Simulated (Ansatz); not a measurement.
`[O]=[Ti]([Cl])[Cl]`. Total charge 0; spin multiplicity 1.

Z-matrix (Å, degrees):
```
Ti
O 1 1.581
Cl 1 2.218 2 115.7
Cl 1 2.218 2 115.7 3 -179.9
```

Problem. What are the harmonic wavenumbers in cm⁻¹ at PBE0-D4/def2-TZVP (Ansatz, finite differences of forces, unscaled)? (An estimate is asked.)

Solution. The calculation gave: 31, 115, 218, 393, 527, 1116.

Problem. Is this a minimum?

Solution. Yes, all 6 modes are real.

Problem. Give the ideal-gas thermochemistry at 298.15 K and 1 bar (rigid rotor, harmonic oscillator; point group C2v, symmetry number 2).

Solution. Zero-point energy 14.4 kJ/mol; H(298) − E = 31.3 kJ/mol; entropy 332.2 J/(mol·K), of which translation 170.0, rotation 109.7, vibration 52.6; G(298) − E = -67.8 kJ/mol. Modes under 100 cm⁻¹ are hindered rotations or soft bends, so the harmonic entropy is rough.

Problem. And at 400, 500, 600, 800 and 1000 K?

Solution. 
```tsv
T (K)	H − E (kJ/mol)	S (J/mol/K)	G − E (kJ/mol)
400	38.5	353.3	-102.8
500	46.0	369.9	-138.9
600	53.7	384.0	-176.7
800	69.5	406.6	-255.8
1000	85.6	424.6	-339.0
```
